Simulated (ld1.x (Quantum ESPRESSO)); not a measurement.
## An all-electron radial function and its pseudo partner (silicon (Si))

Columns: radius, all-electron u(r) and pseudo u(r) of the 2p shell (level -95.97 eV) of silicon in the configuration [He] 2s2 2p6 3s1.75 3p2.25; BLYP, scalar-relativistic, TM scheme, ld1.x (Quantum ESPRESSO) 7.5.

| r (bohr) | all-electron | pseudo |
| --- | --- | --- |
| 0.042 | 0.1156 | 0.0479 |
| 0.085 | 0.3557 | 0.1886 |
| 0.128 | 0.6142 | 0.4000 |
| 0.170 | 0.8391 | 0.6434 |
| 0.212 | 1.0197 | 0.8878 |
| 0.255 | 1.1555 | 1.1057 |
| 0.298 | 1.2448 | 1.2669 |
| 0.340 | 1.2931 | 1.3600 |
| 0.382 | 1.3096 | 1.3931 |
| 0.425 | 1.3006 | 1.3779 |
| 0.467 | 1.2725 | 1.3311 |
| 0.510 | 1.2292 | 1.2657 |
| 0.552 | 1.1768 | 1.1956 |
| 0.595 | 1.1165 | 1.1237 |
| 0.638 | 1.0520 | 1.0538 |
| 0.680 | 0.9872 | 0.9874 |
| 0.722 | 0.9221 | 0.9221 |
| 0.765 | 0.8563 | 0.8563 |
| 0.807 | 0.7938 | 0.7938 |
| 0.850 | 0.7323 | 0.7323 |
| 0.892 | 0.6750 | 0.6750 |
| 0.935 | 0.6195 | 0.6195 |
| 0.977 | 0.5686 | 0.5686 |
| 1.020 | 0.5197 | 0.5197 |
| 1.062 | 0.4752 | 0.4752 |
| 1.105 | 0.4330 | 0.4330 |

Question: How many radial nodes do the two functions have?

Answer: The all-electron 2p function has n − l − 1 = 0; the pseudo-wave has 0.

Question: At about which radius was the pseudo-wave matched?

Answer: 0.75 bohr. The columns agree to 0.0005 from 0.68 bohr on; several derivatives are matched, so the curves merge somewhat inside the radius.

Question: Where does each function peak?

Answer: Outermost all-electron maximum near 0.38 bohr, pseudo maximum near 0.38 bohr (to the table’s step).

Question: Is the pseudo-wave norm-conserving?

Answer: Yes: the TM scheme keeps the norm inside the radius equal to the all-electron one, which fixes the energy derivative of the logarithmic derivative at the level.
